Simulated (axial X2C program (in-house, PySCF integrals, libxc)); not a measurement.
Nuclear properties of AsH

Calculated with an axial X2C code built on PySCF integrals: two-component X2C with atomic mean-field Coulomb and Gaunt terms, Gaussian nuclei, basis As dyall-cv3z, H dyall-v3z with contracted cores.

R = 1.530 Å (near the PBE0 minimum at charge 0 of the determinant lowest at the starting distance; the state shown can have its own minimum elsewhere).

Determinant lowest in the PBE0 search, Ω = 1 (⟨Sz⟩ = 1.00, ⟨Lz⟩ = 0.00 at PBE0), spin on the atoms As 1.04, H -0.04:

```tsv
level	Eeff magnitude (GV/cm)	Ws magnitude As (kHz)	A∥/gI As (MHz)	qzz As (a.u.)	A∥/gI H (MHz)	qzz H (a.u.)	μ (D)
PBE0	0.336	0.134	-465	-1.48	-6.34	0.14	0.16
HF	0.782	0.321	-326	-1.30	-8.83	0.14	0.22
PBE	0.239	0.0938	-499	-1.54	-6.04	0.14	0.11
PBE50	0.436	0.176	-421	-1.43	-6.48	0.14	0.20
LDA	0.0874	0.0272	-457	-1.68	-4.71	0.14	0.18
```

Determinant 0.83 eV from it at PBE0 and this distance, Ω = 0 (closed shell), highest spinor 96% As p, 4% H p:

| level | qzz As (a.u.) | qzz H (a.u.) | μ (D) |
| --- | --- | --- | --- |
| PBE0 | -1.51 | 0.14 | 0.17 |
| HF | -1.46 | 0.14 | 0.22 |
| PBE | -1.52 | 0.14 | 0.13 |
| PBE50 | -1.50 | 0.14 | 0.21 |
| LDA | -1.65 | 0.14 | 0.19 |

Eeff is the effective electric field on the electron electric dipole moment in this Ω state and Ws the scalar–pseudoscalar constant of the nucleus named (defined with the proton number Z and per Ω); A∥ (defined per Ω) follows by multiplying with gI = μI/(I μN); qzz is the electric field gradient, eQq0 = 234.96 MHz × Q/barn × qzz; μ is positive if the H end (last atom) is positive. The operators were transformed with the bare-nucleus X2C matrices; with these basis sets, hyperfine constants and field gradients can be off by tens of per cent, and where levels differ in sign neither size nor sign is settled.

With gI(75As) = 0.9597, Q(75As) = 0.311 barn, gI(1H) = 5.5857 (g factors from the IAEA table of nuclear moments by Stone; Q from Pyykkö, Mol. Phys. 2018), turn the PBE0 values of the first state into constants in MHz.

A∥(75As) = -465 × 0.9597 = -446 MHz; eQq0(75As) = 234.96 × (0.311) × (-1.48) = -108 MHz; A∥(1H) = -6.34 × 5.5857 = -35.4 MHz.

Each state is one determinant with collinear spin, which with several unpaired electrons need not be a pure state. Unrestricted Hartree–Fock can overshoot spin polarisation at the nuclei. A closed determinant beside an open π² or δ² triplet, such as (π1/2)², mixes with its partner pair into the 0⁺ component of the triplet and ¹Σ⁺, so its energy is not that of a level, and 0⁺ can lie lowest. With several open shells hyperfine constants can be off by a factor of several. Where Eeff spreads by more than a factor of two the levels disagree and none is to be relied on. Open-shell Ω = 0 determinants with evenly filled partner blocks cannot be reached by this program, so the Ω shown need not be the lowest component. The search compared states at one distance, so a state with another bond length can lie lower. Further determinants of the search, some of them spin-mixed, are not shown. PBE0 term energies can be off by some tenths of an eV.
